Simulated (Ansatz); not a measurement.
Ge18H24, a nanocrystal cut from hexagonal germanium. Charge 0, multiplicity 3. Geometry PBE-D4/def2-SVP, that of the neutral singlet; atoms count from 1.

Cartesian coordinates in Å:
```
Ge 2.4394 3.3069 2.4470
Ge 0.0932 3.6568 3.0811
Ge 2.6082 1.4531 0.8561
Ge 1.7059 -0.5861 1.8708
Ge -1.3366 2.0448 1.9177
Ge -0.6499 -0.2323 2.5055
Ge 1.8711 -2.4599 0.3009
Ge 0.9731 -4.4855 1.3429
Ge -2.0733 -1.8675 1.3643
Ge -1.3742 -4.1343 1.9718
Ge 1.2773 1.9573 -1.1380
Ge -1.0786 2.3114 -0.5039
Ge 1.4372 0.1194 -2.7501
Ge 0.5493 -1.9000 -1.6843
Ge -2.5077 0.7130 -1.6895
Ge -1.8064 -1.5455 -1.0496
Ge 0.1084 0.6485 -4.7374
Ge -2.2376 1.0042 -4.1058
H 3.2855 2.9933 3.7156
H 3.0099 4.6061 1.8065
H -0.0656 3.4873 4.6205
H -0.3391 5.1074 2.7172
H 4.0933 1.2116 0.4400
H 2.5172 -0.9221 3.1623
H -2.8348 2.2502 2.3050
H -0.7768 -0.4263 4.0500
H 3.3635 -2.6610 -0.1105
H 1.8079 -4.8439 2.6072
H 1.0781 -5.6812 0.3515
H -3.5636 -1.6214 1.7584
H -1.5454 -4.3473 3.5044
H -2.2741 -5.1765 1.2455
H 1.8111 3.2691 -1.7964
H -1.4832 3.7645 -0.9088
H 2.9346 -0.1101 -3.1271
H 0.6115 -3.0871 -2.6972
H -3.9939 0.9339 -1.2663
H -2.6819 -2.5921 -1.8094
H 0.6680 1.9292 -5.4231
H 0.2051 -0.5187 -5.7629
H -2.6805 2.4388 -4.5172
H -3.1454 -0.0075 -4.8648
```

Single mean-field runs in def2-TZVP are fitted with def2-universal-jkfit. At PBE0-D4/def2-TZVP a singlet of charge 0 lies 4.27 eV below the triplet at the same geometry.

(1) Estimate the Mulliken populations of the heavy atoms from the PBE0/def2-TZVP orbitals of Ansatz.

(2) Where does the spin sit?

(3) And the Mayer bond orders between heavy atoms (over 0.3)?

Results:

(1) 
```csv
atom,charge (e),spin (α − β)
Ge1,-0.01,0.02
Ge2,-0.01,0.02
Ge3,-0.08,0.03
Ge4,-0.04,0.04
Ge5,-0.08,0.03
Ge6,-0.04,0.04
Ge7,-0.06,0.14
Ge8,-0.03,0.13
Ge9,-0.06,0.14
Ge10,-0.03,0.13
Ge11,-0.04,0.04
Ge12,-0.04,0.04
Ge13,-0.06,0.14
Ge14,-0.06,0.21
Ge15,-0.06,0.14
Ge16,-0.06,0.21
Ge17,-0.03,0.13
Ge18,-0.03,0.13
```
Mulliken values depend strongly on the basis.

(2) Summed by element: Ge 1.77, H 0.23, of 2 unpaired in all. Largest on single atoms: Ge16 0.21, Ge14 0.21, Ge13 0.14.

(3) Ge1–Ge2 0.87 (2.46 Å); Ge1–Ge3 0.83 (2.45 Å); Ge2–Ge5 0.83 (2.45 Å); Ge3–Ge4 0.82 (2.45 Å); Ge3–Ge11 0.82 (2.45 Å); Ge4–Ge6 0.84 (2.47 Å); Ge4–Ge7 0.84 (2.45 Å); Ge5–Ge6 0.82 (2.45 Å); Ge5–Ge12 0.82 (2.45 Å); Ge6–Ge9 0.84 (2.45 Å); Ge7–Ge8 0.71 (2.45 Å); Ge7–Ge14 0.73 (2.45 Å); Ge8–Ge10 0.91 (2.46 Å); Ge9–Ge10 0.71 (2.45 Å); Ge9–Ge16 0.73 (2.45 Å); Ge11–Ge12 0.84 (2.47 Å); Ge11–Ge13 0.84 (2.45 Å); Ge12–Ge15 0.84 (2.45 Å); Ge13–Ge14 0.73 (2.45 Å); Ge13–Ge17 0.71 (2.45 Å); Ge14–Ge16 0.91 (2.47 Å); Ge15–Ge16 0.73 (2.45 Å); Ge15–Ge18 0.71 (2.45 Å); Ge17–Ge18 0.91 (2.46 Å).
